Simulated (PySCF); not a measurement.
C3H8BFO. Atoms are numbered in the order given.

```xyz
14

C      2.4142    -0.3247     0.1217
C      0.9468    -0.7257    -0.0089
B     -0.1067     0.4256     0.1168
F      0.2887     1.6545     0.4766
C     -1.6455     0.2276    -0.1524
O     -2.0374    -1.0652    -0.5922
H      2.7007     0.3928    -0.6634
H      2.6105     0.1652     1.0883
H      3.0901    -1.1904     0.0418
H      0.7397    -1.2530    -0.9607
H      0.6786    -1.4823     0.7599
H     -2.2313     0.5726     0.7315
H     -1.9350     0.9382    -0.9509
H     -1.7114    -1.7024     0.0553
```

Geometry: r2SCAN-D4/def2-SVP. This is a generated structure with no PubChem entry under its InChIKey; it may be hypothetical. Other conformers were not sampled.

All values below come from TDA-PBE/def2-SVPD (PySCF).

Vertical excitations. Gas-phase values at a fixed geometry.

```tsv
state	energy (eV)	λ (nm)	f	main pairs
S1	4.96	250	0.006	HOMO→LUMO 99 %
S2	5.63	220	0.001	HOMO→LUMO+1 99 %
S3	6.17	201	0.004	HOMO→LUMO+2 98 %
S4	6.29	197	0.016	HOMO−1→LUMO 98 %
S5	6.77	183	0.029	HOMO→LUMO+3 99 %
S6	6.93	179	0.005	HOMO−1→LUMO+1 99 %
S7	7.14	174	0.016	HOMO−2→LUMO 97 %
S8	7.37	168	0.040	HOMO−3→LUMO 90 %
S9	7.42	167	0.007	HOMO→LUMO+4 92 %
S10	7.44	167	0.004	HOMO−1→LUMO+2 96 %
T1	4.61	269	0	HOMO→LUMO 99 %
T2	5.50	225	0	HOMO→LUMO+1 98 %
T3	5.86	212	0	HOMO−1→LUMO 97 %
T4	6.00	207	0	HOMO→LUMO+2 97 %
```
Triplets are in the Tamm–Dancoff approximation.
